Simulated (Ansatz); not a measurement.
Geometry optimisation, Ansatz 0.2.0, RKS r2SCAN/6-31G*.

Input:

```yaml
crystal:
  periodic: [false, false, false]
  atoms:
    - { symbol: B, position_ang: [-0.089097, 0.633132, -0.598157] }
    - { symbol: "N", position_ang: [-0.348097, 0.050093, 2.086665] }
    - { symbol: H, position_ang: [-0.551882, -0.200922, 3.055357] }
    - { symbol: H, position_ang: [0.623132, -0.219847, 1.921358] }
    - { symbol: "N", position_ang: [1.214002, 0.090023, -0.63368] }
    - { symbol: H, position_ang: [1.402008, -0.834321, -0.995579] }
    - { symbol: H, position_ang: [2.03122, 0.678407, -0.574363] }
    - { symbol: "N", position_ang: [-1.274775, -0.010494, -1.014878] }
    - { symbol: H, position_ang: [-1.294765, -1.022386, -1.019555] }
    - { symbol: H, position_ang: [-2.148074, 0.369274, -0.676279] }
    - { symbol: Cl, position_ang: [-0.202874, 2.415894, -0.137234] }
    - { symbol: H, position_ang: [-0.338897, 1.087647, 2.062445] }
basis:
  gaussian: { orbitals: "6-31G*" }
hamiltonian:
  xc: r2scan
relax:
  f_tol: 0.03
  max_steps: 50
```

Run as:

```bash
$ ansatz run input.yaml --threads 2 --pin off --max-ram 3072MiB --backend cpu --events-out ev --progress --plain --runs-dir out
```

Problem. Where does it end, and by what steps?

Solution. The run converged. After 28 steps the energy has fallen by 0.292 eV; Cl11 moved furthest, 2.07 Å.

```json
{"step": "0", "energy less start (eV)": "0.0000", "largest force component (eV/Å)": "0.768", "accepted": "yes"}
{"step": "1", "energy less start (eV)": "-0.0681", "largest force component (eV/Å)": "0.381", "accepted": "yes"}
{"step": "2", "energy less start (eV)": "-0.0572", "largest force component (eV/Å)": "0.985", "accepted": "no"}
{"step": "3", "energy less start (eV)": "-0.0816", "largest force component (eV/Å)": "0.078", "accepted": "yes"}
{"step": "4", "energy less start (eV)": "-0.0892", "largest force component (eV/Å)": "0.079", "accepted": "yes"}
{"step": "5", "energy less start (eV)": "-0.0945", "largest force component (eV/Å)": "0.123", "accepted": "yes"}
{"step": "6", "energy less start (eV)": "-0.0457", "largest force component (eV/Å)": "0.930", "accepted": "no"}
{"step": "7", "energy less start (eV)": "-0.0989", "largest force component (eV/Å)": "0.171", "accepted": "yes"}
{"step": "8", "energy less start (eV)": "-0.0955", "largest force component (eV/Å)": "0.421", "accepted": "no"}
{"step": "9", "energy less start (eV)": "-0.1019", "largest force component (eV/Å)": "0.067", "accepted": "yes"}
{"step": "10", "energy less start (eV)": "-0.1042", "largest force component (eV/Å)": "0.031", "accepted": "yes"}
{"step": "11", "energy less start (eV)": "-0.1071", "largest force component (eV/Å)": "0.101", "accepted": "yes"}
{"step": "12", "energy less start (eV)": "-0.1117", "largest force component (eV/Å)": "0.174", "accepted": "yes"}
{"step": "13", "energy less start (eV)": "-0.1154", "largest force component (eV/Å)": "0.443", "accepted": "yes"}
{"step": "14", "energy less start (eV)": "-0.1262", "largest force component (eV/Å)": "0.635", "accepted": "yes"}
{"step": "15", "energy less start (eV)": "-0.1583", "largest force component (eV/Å)": "0.523", "accepted": "yes"}
{"step": "16", "energy less start (eV)": "-0.1970", "largest force component (eV/Å)": "0.235", "accepted": "yes"}
{"step": "17", "energy less start (eV)": "-0.2206", "largest force component (eV/Å)": "0.669", "accepted": "yes"}
{"step": "18", "energy less start (eV)": "-0.2480", "largest force component (eV/Å)": "0.326", "accepted": "yes"}
{"step": "19", "energy less start (eV)": "-0.2543", "largest force component (eV/Å)": "0.654", "accepted": "yes"}
{"step": "20", "energy less start (eV)": "-0.2805", "largest force component (eV/Å)": "0.109", "accepted": "yes"}
{"step": "21", "energy less start (eV)": "-0.2795", "largest force component (eV/Å)": "0.169", "accepted": "no"}
{"step": "22", "energy less start (eV)": "-0.2848", "largest force component (eV/Å)": "0.047", "accepted": "yes"}
{"step": "23", "energy less start (eV)": "-0.2882", "largest force component (eV/Å)": "0.091", "accepted": "yes"}
{"step": "24", "energy less start (eV)": "-0.2899", "largest force component (eV/Å)": "0.088", "accepted": "yes"}
{"step": "25", "energy less start (eV)": "-0.2909", "largest force component (eV/Å)": "0.082", "accepted": "yes"}
{"step": "26", "energy less start (eV)": "-0.2913", "largest force component (eV/Å)": "0.066", "accepted": "yes"}
{"step": "27", "energy less start (eV)": "-0.2912", "largest force component (eV/Å)": "0.028", "accepted": "no"}
{"step": "28", "energy less start (eV)": "-0.2916", "largest force component (eV/Å)": "0.003", "accepted": "yes"}
```

```xyz
12
Properties=species:S:1:pos:R:3
B 0.031 0.878 -0.999
N -0.418 -0.513 2.137
H 0.039 -1.138 2.800
H 0.273 0.193 1.879
N 1.268 0.404 -0.478
H 1.304 -0.519 -0.067
H 2.140 0.689 -0.901
N -1.214 0.358 -0.615
H -1.273 -0.289 0.169
H -2.086 0.744 -0.942
Cl 0.088 2.246 -2.176
H -1.131 -0.017 2.669
```

Whether the end is a true minimum wasn't checked by a vibrational analysis.

Run time: 99 s on 2 threads of Arm Neoverse V1, on a shared host, peak memory 0.16 GiB.
